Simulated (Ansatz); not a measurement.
`C#C[SiH](Cl)Cl` + NH₃ → `N[SiH](Cl)Cl` + `C#C` at 298.15 K and 1 bar (ligand exchange at the Si–C bond).

Computed with Ansatz on PBE0-D4/def2-TZVP structures; ΔE is electronic, products minus reactants. CBS: MP2 limit from def2 TZ/QZ plus the TZ coupled-cluster correction, frozen cores. This one scheme is used for every species. One conformer a species, not always the lowest.

```csv
species,CCSD(T)/CBS energy (Eh),H − E (kJ/mol),S (J/(mol·K))
`C#C[SiH](Cl)Cl`,-1285.99086,102.6,342.6
NH₃,-56.50880,100.5,192.4
`N[SiH](Cl)Cl`,-1265.28357,119.2,329.0
`C#C`,-77.22717,80.8,200.2
```

H − E and S are ideal-gas, rigid-rotor, harmonic terms from PBE0-D4/def2-TZVP, for one conformer and one mirror image of each species. 1 Eh = 2625.50 kJ/mol, R = 8.31446 J/(mol·K).

Task: By hand: ΔE, ΔH, ΔS and ΔG.

Result: ΔE = (-1265.28357) + (-77.22717) − (-1285.99086) − (-56.50880) = -0.01108 Eh = -29.1 kJ/mol. Δ(H − E) = 119.2 + 80.8 − 102.6 − 100.5 = -3.1, so ΔH = -32.2 kJ/mol. ΔS = 329.0 + 200.2 − 342.6 − 192.4 = -5.8 J/(mol·K). ΔG = -32.2 − 298.15 × (-5.8)/1000 = -30.5 kJ/mol.

Task: By hand: the equilibrium constant, and the temperature at which ΔG would vanish if ΔH and ΔS stayed fixed.

Result: log₁₀ K = −ΔG/(RT ln 10) = 5.3. ΔG = 0 at ΔH/ΔS = 5552 K, far beyond where these terms or the molecules hold.

The number of gas molecules stays the same, so ΔS is small and ΔH decides. A doubt of 5 kJ/mol in ΔE shifts log₁₀ K by 0.9 here. Other conformers and mirror images would add mixing entropy, several J/(mol·K) or more a flexible species. These are equilibria of isolated gas molecules and say nothing of rates. Largest T1 diagnostic: 0.013 (customary marks: 0.02 for closed shells, 0.045 for open ones).
